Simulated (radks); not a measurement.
Spherical quantum dot in the effective-mass picture: electrons in a parabolic well V = omega^2 r^2 / 2 with omega = 0.0854, with a point charge +2 (a donor) at the centre, all in effective atomic units (hartree* = m*/eps^2 hartree, bohr* = eps/m* bohr), one dielectric constant everywhere. Calculated with a radial shooting solver with Libxc functionals: non-relativistic Kohn-Sham, PBEsol, spin-polarised, spherical densities. Levels are named by radial order and angular momentum (1s, 1p, 1d, 2s, ...), and open shells are averaged over m.

N = 8, configuration 1s2 1p(up 3, down 1) 2s2. This is the lowest configuration that the search found (a dilute case). Occupied and some empty levels:

| level | occupation | eigenvalue (hartree*) | <r> (bohr*) |
|---|---|---|---|
| 1s up | 1 | 0.38799 | 0.9610 |
| 1s down | 1 | 0.38836 | 0.9600 |
| 2s up | 1 | 0.85213 | 6.734 |
| 2s down | 1 | 0.86521 | 6.727 |
| 1p up | 3 | 0.87692 | 7.139 |
| 1p down | 1 | 0.89001 | 7.140 |
| 1d up | 0 | 0.92179 | 7.984 |
| 1d down | 0 | 0.93486 | 8.016 |
| 1f up | 0 | 0.97335 | 8.646 |
| 1f down | 0 | 0.98600 | 8.696 |
| 2p up | 0 | 0.99814 | 7.460 |
| 2p down | 0 | 1.0087 | 7.501 |
| 1g up | 0 | 1.0307 | 9.239 |
| 1g down | 0 | 1.0427 | 9.304 |

Energy (hartree*): total 0.271015, kinetic 3.1459, external -7.4377, Hartree 6.2406, exchange-correlation -1.6778.
